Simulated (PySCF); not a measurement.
## UHF on Ni²⁶⁺ (nickel, charge +26)

Configuration: 1s2, closed-shell 1S. All numbers are calculated (PySCF 2.14, the non-relativistic Hamiltonian (point nucleus), in an even-tempered Gaussian basis (15 s from 30 bohr⁻², ratio 2.2; 7 p from 46 bohr⁻², ratio 2.4; 4 d from 140 bohr⁻², ratio 2.4; 3 f from 210 bohr⁻², ratio 2.4; 3 g from 310 bohr⁻², ratio 2.4)).

- Total energy: -766.610698 hartree
- One-electron energy: -783.8886 hartree
- Hartree (Coulomb) energy: 34.5557 hartree
- Exchange energy: -17.2779 hartree
- Kinetic energy: 766.60975 hartree
- ⟨S²⟩: 0.0000
- ⟨L²⟩: 0.000
- Sum of ⟨r⟩: 0.1086 bohr
- Sum of ⟨r²⟩: 0.007876 bohr²
- Density at the nucleus (Gaussians lack the cusp): 13500 bohr⁻³

```json
{"shell": "1s", "electrons": "2", "mean orbital energy (eV)": "-10195.2", "rms radius, mean of both spins (bohr)": "0.0628"}
```
